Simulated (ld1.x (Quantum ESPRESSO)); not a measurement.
**Reading a pseudo-wave (chromium)**

Columns: radius, all-electron u(r) and pseudo u(r) of the 3p shell (level -45.44 eV) of chromium in the configuration [Ne] 3s2 3p6 3d5 4s1 4p0; PBE, scalar-relativistic, TM scheme, ld1.x (Quantum ESPRESSO) 7.5.

```json
{"r (bohr)": "0.113", "all-electron": "0.5087", "pseudo": "-0.0556"}
{"r (bohr)": "0.225", "all-electron": "0.4400", "pseudo": "-0.2093"}
{"r (bohr)": "0.338", "all-electron": "-0.0399", "pseudo": "-0.4322"}
{"r (bohr)": "0.450", "all-electron": "-0.5198", "pseudo": "-0.6743"}
{"r (bohr)": "0.563", "all-electron": "-0.8595", "pseudo": "-0.8894"}
{"r (bohr)": "0.675", "all-electron": "-1.0391", "pseudo": "-1.0329"}
{"r (bohr)": "0.788", "all-electron": "-1.0951", "pseudo": "-1.0891"}
{"r (bohr)": "0.900", "all-electron": "-1.0676", "pseudo": "-1.0664"}
{"r (bohr)": "1.013", "all-electron": "-0.9915", "pseudo": "-0.9915"}
{"r (bohr)": "1.125", "all-electron": "-0.8926", "pseudo": "-0.8926"}
{"r (bohr)": "1.238", "all-electron": "-0.7854", "pseudo": "-0.7854"}
{"r (bohr)": "1.350", "all-electron": "-0.6810", "pseudo": "-0.6810"}
{"r (bohr)": "1.463", "all-electron": "-0.5830", "pseudo": "-0.5830"}
{"r (bohr)": "1.575", "all-electron": "-0.4954", "pseudo": "-0.4954"}
{"r (bohr)": "1.688", "all-electron": "-0.4176", "pseudo": "-0.4176"}
{"r (bohr)": "1.800", "all-electron": "-0.3508", "pseudo": "-0.3508"}
{"r (bohr)": "1.913", "all-electron": "-0.2930", "pseudo": "-0.2930"}
{"r (bohr)": "2.025", "all-electron": "-0.2444", "pseudo": "-0.2444"}
{"r (bohr)": "2.138", "all-electron": "-0.2029", "pseudo": "-0.2029"}
{"r (bohr)": "2.250", "all-electron": "-0.1684", "pseudo": "-0.1684"}
{"r (bohr)": "2.363", "all-electron": "-0.1393", "pseudo": "-0.1393"}
{"r (bohr)": "2.475", "all-electron": "-0.1153", "pseudo": "-0.1153"}
{"r (bohr)": "2.588", "all-electron": "-0.0951", "pseudo": "-0.0951"}
{"r (bohr)": "2.700", "all-electron": "-0.0785", "pseudo": "-0.0785"}
{"r (bohr)": "2.813", "all-electron": "-0.0646", "pseudo": "-0.0646"}
{"r (bohr)": "2.925", "all-electron": "-0.0532", "pseudo": "-0.0532"}
```

**Question.** How many radial nodes do the two functions have?

**Answer.** The all-electron 3p function has n − l − 1 = 1; the pseudo-wave has 0, since the states of the same l below it are removed with the core.

**Question.** At about which radius was the pseudo-wave matched?

**Answer.** 1.10 bohr, where the columns begin to agree (steps of 0.11 bohr).

**Question.** Is the pseudo-wave norm-conserving?

**Answer.** Yes: the TM scheme keeps the norm inside the radius equal to the all-electron one, which fixes the energy derivative of the logarithmic derivative at the level.
